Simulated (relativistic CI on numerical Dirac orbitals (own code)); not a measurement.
**Hyperfine structure of Ta XXXVIII, mass number 181**

Computed by Dirac-Coulomb-Breit CI, orbitals from a KLI potential per configuration, model QED (radiative potential, 1s self-energy scaled to tabulated hydrogen-like ionisation energies), unscaled Slater integrals (own radial code, finite nucleus).

Configurations in the expansion (outside the closed core [Ar] 3d10): 4s2.4p6, 4s2.4p5.4d, 4s.4p6.4d, 4s2.4p5.4f, 4s.4p6.4f, 4p6.4d.4f, 4s2.4p5.5s, 4p6.4d2, 4p5.4d3, 4p5.4d2.4f, 4p5.4d2.5s, 4p6.4f2, 4p5.4d.4f2, 4p5.4f3, 4p5.4f2.5s. Double excitations out of closed p, d and f shells are left out; levels of such configurations are missing from the list, as are those of other unlisted configurations, and high levels can miss mixing partners.

Nuclear spin I = 7/2, μ = 2.365 μN, Q = 3.17 b (tables of Stone and Pyykkö). The electronic factors are computed for point nuclear moments, without core polarisation or the Bohr-Weisskopf and QED corrections.

```csv
Level,E (cm⁻¹),A (GHz),B (GHz)
4s2.4p5.4d 3P°_1,1205385,21.81,89.3
4s2.4p5.4d 3F°_3,1229946,26.79,-285
4s2.4p5.4d 3D°_2,1241397,26.59,-26.1
4s2.4p5.4d 3F°_4,1344768,17.9,-270
4s2.4p5.4d 3D°_3,1409748,15.5,122
4s2.4p5.4d 3F°_2,1902080,90.73,84.2
4s2.4p5.4d 1P°_1,2087045,-53.62,16.7
4s.4p6.4d 3D_1,2692430,-137.2,3.72
```

Levels with J = 0, under 50 % of one LS term, or S terms without an open s electron are left out. Small factors come from cancelling terms and can be off by tens of per cent or more.

At this charge energies of transitions that change n are usually good to better than 1 %, and those within a shell (Δn = 0) to a few per cent.

Problem. Give the hyperfine levels of 4s2.4p5.4d 3F°_2 relative to its centre of gravity.

Solution. With K = F(F + 1) − I(I + 1) − J(J + 1), E = AK/2 + B[¾K(K + 1) − I(I + 1)J(J + 1)]/[2I(2I − 1)J(2J − 1)]: F = 3/2: -771.5, F = 5/2: -582.2, F = 7/2: -296.2, F = 9/2: 107.5, F = 11/2: 656.2 GHz.

LS names give the leading component of a level, which can be under half, so a name can repeat, a term be missing and a line seem to break the LS rules.
